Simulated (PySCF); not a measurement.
From one molecule to another.

First species: C₇H₁₂N₂.
Z-matrix (Å and degrees, GFN2-xTB geometry), rows numbered from 1:
```
C 
C   1  1.3301
C   2  1.4484  1  125.48
C   3  1.5050  2  120.31  1     2.56
N   3  1.2781  2  116.35  1  -176.71
N   5  1.2824  3  129.88  2  -170.44
C   6  1.2626  5  130.84  3  -101.60
C   7  1.5010  6  126.58  5    10.20
C   8  1.5277  7  111.10  6   122.02
H   1  1.0762  2  121.26  3   179.56
H   1  1.0765  2  122.60  3    -0.35
H   2  1.0817  1  120.23  3  -179.36
H   4  1.0885  3  109.99  2   176.59
H   4  1.0885  3  110.24  2    56.59
H   4  1.0895  3  110.37  2   -63.12
H   7  1.0821  6  115.86  5  -170.36
H   8  1.0940  7  108.78  6  -117.78
H   8  1.0926  7  109.29  6     0.15
H   9  1.0881  8  110.54  7   -62.41
H   9  1.0880  8  110.43  7    57.59
H   9  1.0876  8  110.44  7   177.61
```

Second species: C7H12.
SMILES with atom numbers: `[CH3:1][C@@H:2]1[CH2:3][C@@:4]12[CH2:5][C@@H:6]2[CH3:7]` (hydrogens: H8, H9, H10 on C1; H11 on C2; H12, H13 on C3; H14, H15 on C5; H16 on C6; H17, H18, H19 on C7)

Levels: PBE0/pcSseg-1 for dipole moment, HOMO energy, LUMO energy and HOMO–LUMO gap; GFN2-xTB for rotational constant A and rotational constant C. Geometries: GFN2-xTB. Each structure is a single optimised conformer of the isolated species, non-relativistic unless stated; the electronic structure was computed with PySCF and density fitting.

The conformers computed, where there is a choice (atom-mapped SMILES and torsion angles):
- `[CH2:1]=[CH:2]/[C:3]([CH3:4])=[N:5]/[N:6]=[CH:7]\[CH2:8][CH3:9]`: C1–C2–C3–C4 3°, C3–N5–N6–C7 -102°, N6–C7–C8–C9 122°

Values for the first species:

* Dipole moment: 2.30 D
* HOMO energy: -6.29 eV
* LUMO energy: -0.89 eV
* HOMO–LUMO gap: 5.40 eV
* Rotational constant A: 3.353 GHz
* Rotational constant C: 0.726 GHz

Task: Estimate the same properties for the second species, and the change in each.

Result: 
| property | first | second | second less first |
| --- | --- | --- | --- |
| dipole moment | 2.30 D | 0.15 D | -2.15 D |
| HOMO energy | -6.29 eV | -7.40 eV | -1.11 eV |
| LUMO energy | -0.89 eV | 1.59 eV | +2.48 eV |
| HOMO–LUMO gap | 5.40 eV | 8.99 eV | +3.59 eV |
| rotational constant A | 3.353 GHz | 4.379 GHz | +1.026 GHz |
| rotational constant C | 0.726 GHz | 1.754 GHz | +1.028 GHz |

On the first: In atomic units the dipole is 0.91 e·bohr (1 au = 2.5417 D). A dipole of 2.30 D is allowed in C1, and pure rotational transitions are dipole-allowed.

On the second: The dipole matches unit charges of opposite sign 0.03 Å apart (1 e·Å = 4.8032 D).
